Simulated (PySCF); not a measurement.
C$_{4}$H$_{5}$ (SMILES [C-]1=CCC1), charge -1, singlet, at a GFN2-xTB geometry (in this run its highest filled SCF level lies above zero, so its values depend strongly on the basis, on diffuse functions most of all). Base run: TPSS/def2-SVP in PySCF.

Input for PySCF:
```python
from pyscf import gto, scf, dft

mol = gto.M(
    atom='''
C    -0.02533349   -0.75783853    0.94342053
C    -0.00802865    0.60486190    0.84022569
C     0.00230685   -0.80474510   -0.64553953
C     0.01991368    0.73726238   -0.65092230
H    -0.01158461    1.42895093    1.56860418
H    -0.88380700   -1.24413323   -1.13304446
H     0.89493994   -1.26433309   -1.10150643
H     0.92355016    1.19102984   -1.11280146
H    -0.85624889    1.21124164   -1.14435815
''',
    basis='def2-svp',
    charge=-1,
    verbose=4,
)

mf = dft.RKS(mol)
mf.xc = 'tpss'
mf.kernel()
mf.analyze()
```

Variants of this job, named by their change:

| change | ΔE vs base (µEh) | SCF cycles | outcome |
|---|---|---|---|
| base | 0.0 | 11 | converged |
| conv_tol = 1e-4 | 3.4 | 7 | converged |
| init_guess = atom | 0.0 | 11 | converged |
| level_shift = 0.5 (with mf.max_cycle = 100) | 0.0 | 26 | converged |
| DIIS = EDIIS | - | 50 | not converged |
| diis = off (with mf.max_cycle = 100) | - | 100 | not converged |
| diis_space = 4 | 0.0 | 16 | converged |
| init_guess = vsap | 0.0 | 13 | converged |
| conv_tol = 1e-11 | 0.0 | 13 | converged |
| level_shift = 1.0 (with mf.max_cycle = 100) | 0.0 | 48 | converged |
| diis_space = 20 | 0.0 | 11 | converged |
| conv_tol_grad = 1e-7 | 0.0 | 14 | converged |
| damp = 0.5; diis_start_cycle = 5 | 0.0 | 12 | converged |
